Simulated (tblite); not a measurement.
Run record: tight-binding relaxation, `C=CC#C[SiH2]Br`.

Computed with GFN2-xTB geometry optimisation, gas phase (tblite 0.8.0). Start geometry: from a force field or distance geometry. The input is one job of a driver script: a line of settings, then coordinates in Å.

Command:
```bash
OMP_NUM_THREADS=1 python probes_run.py task.json out
```

Input:
```
{"job": {"kind": "relax", "xc": "GFN2-xTB", "basis": "xTB"}, "charge": 0, "multiplicity": 1}
C      2.684800     0.127800    -0.449500
C      1.780900     0.273100     0.529200
C      0.404500     0.095900     0.315900
C     -0.782700    -0.035200     0.116800
Si    -2.610400    -0.265200    -0.158000
Br    -3.681300     0.060000     1.746200
H      2.373800    -0.112500    -1.465300
H      3.742500     0.267900    -0.255000
H      2.120500     0.512200     1.544900
H     -3.115500     0.715200    -1.158200
H     -2.911600    -1.636600    -0.653200
```

Output:
```
step      E/eV     max force
  0    -459.18829    1.105
  1    -459.22036    0.612
  2    -459.23123    1.224
  3    -459.23917    0.555
  4    -459.24384    0.234
  5    -459.24723    0.165
  6    -459.25154    0.189
  7    -459.25292    0.117
  8    -459.25440    0.086
  9    -459.25519    0.087
... (14 lines left out)
 24    -459.25756    0.042
 25    -459.25777    0.066
 26    -459.25816    0.085
 27    -459.25861    0.074
 28    -459.25887    0.044
 29    -459.25897    0.032
 30    -459.25902    0.028
 31    -459.25906    0.025
 32    -459.25910    0.016
 33    -459.25912    0.010
```

«max force» is the largest atomic force in eV/Å.

**Question.** From which step on does the largest force stay under 0.1 eV/Å, and how much energy is left to gain from there?

**Answer.** From step 8 (0.086 eV/Å), 4.7 meV above the end.

In short: energy lowered by 1.6 kcal/mol over 33 steps; largest atomic force 0.010 eV/Å at the end.

**Question.** Give the final coordinates.

**Answer.** 0.069 Å rms from the input after alignment:
```
atom  x, y, z in Å
C1     2.6945    0.1382   -0.4317
C2     1.7627    0.2605    0.5083
C3     0.3882    0.0884    0.2582
C4    -0.7945   -0.0611    0.0478
Si5   -2.5980   -0.2747   -0.2163
Br6   -3.5780    0.0704    1.7617
H7     2.4389   -0.1043   -1.4502
H8     3.7389    0.2756   -0.2104
H9     2.0186    0.5042    1.5323
H10   -3.1344    0.7484   -1.1017
H11   -2.9316   -1.6429   -0.5843
```

On one thread, Arm Neoverse N1 (aarch64), shared host with 64 logical CPUs at a one-minute load of 61, this took 0.33 s wall.
Labels such as C1 count atoms from 1, the log's own numbers from 0.
